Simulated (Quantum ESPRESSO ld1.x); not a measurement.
Radial electron density D(r) = 4 pi r^2 rho(r) of an atom or ion with 8 electrons. Calculated with ld1.x of Quantum ESPRESSO 7.5: non-relativistic Kohn-Sham, PW86 exchange with PBE correlation, spin-unpolarised, spherical densities, point nucleus.

```
   r/bohr * D(r) (the largest magnitude, 13.3, reaches the edge; | marks zero)
 0.006652 | *
   0.0075 |  *
 0.008456 |  *
 0.009458 |   *
  0.01066 |    *
  0.01193 |     *
  0.01345 |       *
  0.01516 |        *
  0.01696 |          *
  0.01912 |            *
  0.02139 |               *
  0.02412 |                  *
  0.02719 |                     *
  0.03041 |                         *
  0.03429 |                             *
  0.03835 |                                 *
  0.04324 |                                     *
  0.04876 |                                         *
  0.05454 |                                             *
  0.06149 |                                                 *
  0.06878 |                                                    *
  0.07754 |                                                     *
  0.08743 |                                                      *
  0.09779 |                                                     *
   0.1103 |                                                   *
   0.1233 |                                                *
   0.1391 |                                           *
   0.1568 |                                      *
   0.1754 |                                  *
   0.1977 |                              *
   0.2229 |                           *
   0.2493 |                           *
   0.2811 |                           *
   0.3145 |                              *
   0.3545 |                                 *
   0.3998 |                                    *
   0.4471 |                                     *
   0.5041 |                                      *
   0.5639 |                                    *
   0.6358 |                                *
   0.7168 |                          *
   0.8018 |                     *
    0.904 |               *
    1.011 |          *
     1.14 |     *
    1.285 |  *
    1.438 | *
    1.621 |*
    1.813 *
    2.044 *
    2.305 *
    2.578 *
    2.907 *
```

What is the nuclear charge?

Answer. Z = 12. The innermost maximum, from 1s, lies near 1/Z = 0.0833 bohr (found: 0.0860), and its height grows with Z. The density is that of the magnesium ion Mg4+ in [He] 2s2 2p4; the configuration itself is not fixed sharply by these data, and Z only to about a unit. D(r) has 2 maxima, at r = 0.0860, 0.481 bohr, and minima at 0.249 bohr, inside which lie 2.23 electrons.
